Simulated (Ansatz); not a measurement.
Tl2H2. Charge 0, multiplicity 3. Geometry PBE0-D4/def2-TZVP; atoms count from 1.

```xyz
4

Tl   -0.699    0.755   -1.116
Tl    0.699   -0.755    1.116
H    -0.678    0.730    0.918
H     0.677   -0.730   -0.918
```

In the def2 sets Tl takes a core potential; there is no spin–orbit coupling. At PBE0-D4/def2-TZVP a singlet of charge 0 lies 1.79 eV below the triplet, each at its own geometry. The structure comes from a short search, and lower isomers may exist.

**Question.** Estimate the Mulliken populations from the PBE0/def2-TZVP orbitals of Ansatz.

**Answer.** 
```csv
atom,charge (e),spin (α − β)
Tl1,0.05,0.85
Tl2,0.05,0.85
H3,-0.05,0.15
H4,-0.05,0.15
```
Mulliken values and Mayer orders depend strongly on the basis.

**Question.** Where does the spin sit?

**Answer.** Summed by element: Tl 1.71, H 0.29, of 2 unpaired in all. Largest on single atoms: Tl2 0.85, Tl1 0.85, H4 0.15.

**Question.** And the Mayer bond orders between bonded heavy atoms (over 0.3)?

**Answer.** Tl1–Tl2 0.83 (3.04 Å).
